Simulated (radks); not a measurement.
These are the eigenvalues of the occupied orbitals of an atom or ion with whole-number occupations (hartree). All-electron calculation, scalar-relativistic Kohn-Sham, PBE, spin-unpolarised, spherical densities, finite nucleus; Fermi nuclear charge, rms radius of each element as measured or else 0.836 A^(1/3) + 0.57 fm. Program: a radial shooting solver on a logarithmic mesh with Libxc functionals.

| orbital | eigenvalue |
|---|---|
| 1s | -975.0759 |
| 2s | -145.0363 |
| 2p | -130.1761 |
| 3s | -27.29428 |
| 3p | -22.41888 |
| 3d | -14.78821 |
| 4s | -4.21695 |
| 4p | -2.78636 |
| 4d | -0.75375 |
| 5s | -0.47986 |

Which element is it, and in what charge state? The configuration may be excited.

Answer. Z = 48, cadmium, charge +1: Cd+ in [Kr] 4d10 5s1. The list shows which subshells hold electrons but not how many an open one holds; the 1s level, -975.08 hartree, gives Z - s = 44.2 by -(Z - s)^2/2, which with screening and relativity narrows Z to a few neighbours, and the depths of the outer levels then fix element, charge and occupations together.
